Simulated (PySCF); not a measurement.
Ionising SeBr

r²SCAN; PySCF, spin-free X2C with a Gaussian nucleus, basis sets Se x2c-SVPall, Br x2c-SVPall. Neutral (UKS): doublet (π ↑), Re = 2.283 Å, ωe = 321 cm⁻¹, De = 2.55 eV, HOMO -5.64 eV, LUMO -5.12 eV.

SeBr⁺ (UKS): triplet (π ↑↑), Re = 2.188 Å, ωe = 375 cm⁻¹, De = 3.24 eV to Se⁺ + Br. The energies at the minima are -5035.21344 hartree for SeBr and -5034.88365 for SeBr⁺.

Problem. Work out the adiabatic ionisation energy, without and with harmonic zero-point energies (1 hartree = 27.2114 eV, 1 eV = 8065.5 cm⁻¹), and the change of the bond length.

Solution. At r²SCAN: 0.32979 hartree = 8.974 eV between the minima; the zero-point term (375.0 − 321.0)/2 cm⁻¹ = +0.003 eV makes it 8.977 eV. Re changes by -9.5 pm against the neutral. The electron leaves a π orbital, and the shorter bond of the ion fits an antibonding orbital, or a change in how ionic the bond is.

Spin–orbit coupling is left out. For an ion De counts to the pair picked by the measured ionisation energies or electron affinities, which need not be the lowest pair at this level. States were picked by a PBE0 search and need not be the measured ground states.
